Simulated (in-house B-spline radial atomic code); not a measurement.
Binding energies in Ga

NIST's tabulated ground configuration is [Ar] 3d10 4s2 4p1; each binding energy is the energy of the ion with one electron taken from that subshell, relaxed, less that of the parent. Level of theory: Dirac-Kohn-Sham PBE, spherical fractional occupations, Fermi nucleus of rms radius 3.9973 fm; calculated with an all-electron radial atomic-structure program (B-spline basis). Energies include first-order Breit, QED and recoil terms.

| subshell | X-ray name | binding energy (eV) | -ε (eV) | relaxation (eV) |
| --- | --- | --- | --- | --- |
| 1s | K | 10397.1 | 10226.9 | -187.8 |
| 2s | L1 | 1287.5 | 1261.8 | -27.3 |
| 2p1/2 | L2 | 1149.6 | 1117.0 | -34.2 |
| 2p3/2 | L3 | 1121.6 | 1089.3 | -33.3 |
| 3s | M1 | 157.5 | 148.1 | -9.6 |
| 3p1/2 | M2 | 110.6 | 101.3 | -9.4 |
| 3p3/2 | M3 | 106.9 | 97.6 | -9.4 |
| 3d3/2 | M4 | 28 | 19.43 | -8.56 |
| 3d5/2 | M5 | 27.53 | 18.97 | -8.53 |
| 4s | N1 | 13.05 | 8.95 | -4.11 |
| 4p | N2,3 | 5.69 | 2.58 | -3.11 |

Relaxation = -ε minus the binding energy without Breit, QED and recoil terms. With a density functional, K lines can miss by some tenths of a per cent, more in light atoms. For a density functional the relaxation so defined is negative, because -ε of a Kohn-Sham level is smaller than the binding energy.

Emission lines follow as differences of binding energies, with λ = 12398.42 eV·Å / E:

```json
{"line": "K-L3", "holes": "1s → 2p3/2", "energy (eV)": "9275.5", "wavelength (Å)": "1.3367"}
{"line": "K-L2", "holes": "1s → 2p1/2", "energy (eV)": "9247.5", "wavelength (Å)": "1.3407"}
{"line": "K-M3", "holes": "1s → 3p3/2", "energy (eV)": "10290.2", "wavelength (Å)": "1.2049"}
{"line": "L3-M5", "holes": "2p3/2 → 3d5/2", "energy (eV)": "1094.1", "wavelength (Å)": "11.332"}
{"line": "L2-M4", "holes": "2p1/2 → 3d3/2", "energy (eV)": "1121.6", "wavelength (Å)": "11.054"}
{"line": "L1-M3", "holes": "2s → 3p3/2", "energy (eV)": "1180.6", "wavelength (Å)": "10.502"}
{"line": "L3-M1", "holes": "2p3/2 → 3s", "energy (eV)": "964.1", "wavelength (Å)": "12.86"}
```

(1) What screening constant σ does Moseley's law, E = (3/4)·13.6057 eV·(Z - σ)², need for K-L3?

(2) What does it cost to remove both a 2p1/2 and a 4s electron?

(3) What does it cost to remove both a 1s and a 2p1/2 electron?

(4) What does it cost to remove both a 3d5/2 and a 3d3/2 electron?

Results:

(1) σ = 0.85.

(2) 1174 eV, which is 11.34 eV more than the two single binding energies together.

(3) 11659 eV, which is 111.9 eV more than the two single binding energies together.

(4) 75.085 eV, which is 19.56 eV more than the two single binding energies together.
